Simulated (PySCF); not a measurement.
# Cost of excited-state runs on `InChI=1S/C5H9NO2/c1-6(2)5(8)3-4-7/h3-4,8H,1-2H3/p-1/b5-3-`, charge -1

Cartesian coordinates in Å; atom numbers follow the order of the lines, from 1:
```xyz
16

C    -1.151    1.232    0.828
N    -0.975    0.043    0.057
C    -2.004   -0.944    0.160
C     0.293   -0.375   -0.444
O     0.335   -1.472   -1.021
C     1.396    0.506   -0.238
C     2.677    0.216   -0.756
O     3.713    0.885   -0.639
H    -0.608    2.075    0.377
H    -0.810    1.145    1.884
H    -2.222    1.502    0.851
H    -1.682   -1.798   -0.451
H    -2.976   -0.565   -0.213
H    -2.167   -1.296    1.203
H     1.303    1.426    0.342
H     2.704   -0.748   -1.335
```

Total charge -1.

PySCF with density fitting, on 1 thread of an Arm Neoverse V1, shared host. Command: `OMP_NUM_THREADS=1 python excited_run.py task.json out`

(1) How long does each of these runs take, and how much memory?
- first hyperpolarisability, CAM-B3LYP/aug-cc-pVDZ; writes grids
- excited states, wB97X-D/def2-TZVP; Tamm-Dancoff; spin-orbit couplings; 6 states; 5 triplets; quadratic response for 4 states; writes grids
- excited states, CAM-B3LYP/aug-cc-pVDZ; two-photon moments; 8 states; quadratic response for 6 states; 0 triplets

Results:

(1) 
```tsv
run	level	basis functions	wall time	peak memory (GiB)
first hyperpolarisability	CAM-B3LYP/aug-cc-pVDZ	256	74 s	1.1
excited states	wB97X-D/def2-TZVP	296	90 s	1.1
excited states	CAM-B3LYP/aug-cc-pVDZ	256	89 s	1.1
```
Times from a shared host are rough.
